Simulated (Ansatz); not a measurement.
**Ligand exchange: KF + GaH(CH3)(SH) → KSH + GaH(CH3)F**

Gas-phase species: KF, singlet; GaH(CH3)(SH), singlet; KSH `[SH][K]`, singlet; GaH(CH3)F, singlet. The partners trade F for SH: K–F and Ga–SH bonds give way to K–SH and Ga–F.

Shapes, held fixed at every level: PBE0-D4/def2-TZVP. Flexible molecules stand in one conformer, not always the lowest. Programs: Ansatz 0.2.0. Electronic energies: no zero-point or thermal term.

```
             level                    kind  ΔE (kJ/mol)  less CCSD(T)/def2-TZVPP
       HF/def2-SVP            Hartree–Fock        -26.1                    -27.4
PBE0-D4/def2-TZVPP           global hybrid        +12.7                    +11.4
wB97X-V/def2-TZVPP  range-separated hybrid         +7.5                     +6.2
 B2PLYP/def2-TZVPP           double hybrid         +6.1                     +4.8
      MP2/def2-SVP     perturbation theory         -3.6                     -4.9
    MP2/def2-TZVPP     perturbation theory         +5.5                     +4.2
     CCSD/def2-SVP   coupled cluster or CI         -4.8                     -6.1
CCSD(T)/def2-TZVPP   coupled cluster or CI         +1.3                      0.0
```

The highest level, CCSD(T)/def2-TZVPP, gives ΔE = +1.3 kJ/mol; the levels span -26.1 to +12.7. That is about zero within the method's error. They disagree on the sign: 5 of 8 are positive. The column of differences is taken from that level and isn't an error. No measured value is set beside it here. Relativity is left out for Ga. Outer-core shells of Ga, K are correlated, in sets that cover them unevenly. Sets without diffuse functions underbind ionic bonds of s-block metals.
